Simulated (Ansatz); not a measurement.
`B[N]1[CH2][AlH]1`, 9 atoms. The species carries charge 0 and has multiplicity 1. All runs use 2 threads of an Arm Neoverse V2 on a shared host. Correlated methods freeze the cores.

**Question.** How many basis functions does each run have, and how long does it take in Ansatz? RKS PBE0-D4/def2-QZVPP energy; RKS PBE0-D4/def2-TZVP frequencies; RKS ωB97M-V/def2-QZVPP energy; RKS ωB97X-V/def2-TZVPP energy; RKS PBE0-D4/def2-SVP energy; RHF-MP2/def2-QZVPP energy; RKS PBE0-D4/def2-TZVP relaxation (7 steps); direct RPA on PBE orbitals/def2-TZVPP energy; RHF-CCSD(T)/def2-TZVPP energy; RKS r2SCAN0-D4/def2-TZVPP energy; RKS LC-ωPBE/def2-TZVPP energy; RKS SPW92 (LDA)/def2-TZVPP energy. (An estimate is asked.)

**Answer.** Computed: Other jobs shared the machine, so times are rough.

```
                                level                   job  functions  wall time  peak host memory (GiB)
                 RKS PBE0-D4/def2-SVP                energy         85      1.1 s                    0.38
           RKS SPW92 (LDA)/def2-TZVPP                energy        205      1.1 s                    0.21
               RKS LC-ωPBE/def2-TZVPP                energy        205      2.3 s                    0.38
            RKS r2SCAN0-D4/def2-TZVPP                energy        205      4.6 s                    0.39
direct RPA on PBE orbitals/def2-TZVPP                energy        205      4.8 s                    0.45
               RKS PBE0-D4/def2-QZVPP                energy        391      6.5 s                       1
               RKS ωB97X-V/def2-TZVPP                energy        205      7.5 s                    0.47
                   RHF-MP2/def2-QZVPP                energy        391       17 s                     1.8
               RKS ωB97M-V/def2-QZVPP                energy        391       17 s                     1.2
                RKS PBE0-D4/def2-TZVP  relaxation (7 steps)        160       23 s                    0.32
               RHF-CCSD(T)/def2-TZVPP                energy        205       48 s                     2.6
                RKS PBE0-D4/def2-TZVP           frequencies        160       92 s                    0.38
```

LC-ωPBE has ω = 0.4 bohr⁻¹.
